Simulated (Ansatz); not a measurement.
The cluster Ru₃H₆. Total charge 0; singlet. Geometry PBE0-D4/def2-SVP.

Cartesian coordinates in Å:
```
Ru 1.0001 -0.7589 -0.5430
Ru -0.1412 1.3111 -0.3676
Ru -0.8591 -0.5508 0.9120
H -1.1118 -1.7740 -0.0552
H 2.0534 0.3674 -0.1993
H -0.2053 1.7355 1.1529
H 0.3665 -1.1117 1.7362
H 0.5762 -0.2955 -1.9924
H -1.6788 1.0769 -0.6436
```

In the def2 sets Ru takes a core potential, while STO-3G treats all electrons; there is no spin–orbit coupling. B3LYP takes the VWN-RPA correlation. The restricted singlet is unstable towards broken spin symmetry in Hartree–Fock (as tested in another run); at HF/STO-3G this wasn't settled. The order of the spin states hangs on the level: the quintet lies 0.09 eV below the singlet at PBE0-D4/def2-TZVP, but 0.12 eV above it at B3LYP-D4/def2-TZVP. The structure comes from a short search, and lower isomers may exist.

(1) Estimate the orbital energies around the gap (eV) in Ansatz with HF/STO-3G, r2SCANh-D4/def2-TZVP, B3LYP-D4/def2-TZVP, PBE0-D4/def2-SVP, PBE0-D4/def2-TZVP.

## Answers

(1) 
| orbital | HF/STO-3G | r2SCANh-D4/def2-TZVP | B3LYP-D4/def2-TZVP | PBE0-D4/def2-SVP | PBE0-D4/def2-TZVP |
| --- | --- | --- | --- | --- | --- |
| HOMO−9 | -10.23 | -8.94 | -9.16 | -9.38 | -9.36 |
| HOMO−8 | -9.01 | -8.85 | -9.04 | -9.31 | -9.25 |
| HOMO−7 | -8.85 | -7.69 | -8.05 | -8.27 | -8.25 |
| HOMO−6 | -8.39 | -7.58 | -7.85 | -8.04 | -8.02 |
| HOMO−5 | -8.20 | -7.58 | -7.85 | -8.04 | -8.02 |
| HOMO−4 | -7.87 | -7.15 | -7.53 | -7.80 | -7.78 |
| HOMO−3 | -6.96 | -5.33 | -5.76 | -5.96 | -5.94 |
| HOMO−2 | -6.84 | -5.32 | -5.76 | -5.96 | -5.94 |
| HOMO−1 | -6.33 | -5.21 | -5.65 | -5.85 | -5.83 |
| HOMO | -6.15 | -5.21 | -5.65 | -5.85 | -5.83 |
| LUMO | 4.26 | -3.03 | -2.87 | -2.60 | -2.58 |
| LUMO+1 | 4.38 | -2.99 | -2.86 | -2.58 | -2.56 |
| LUMO+2 | 4.80 | -2.99 | -2.83 | -2.58 | -2.56 |
| LUMO+3 | 5.96 | -2.87 | -2.70 | -2.46 | -2.44 |
| LUMO+4 | 6.20 | -0.73 | -0.83 | -0.55 | -0.55 |
| LUMO+5 | 6.37 | -0.73 | -0.83 | -0.55 | -0.55 |
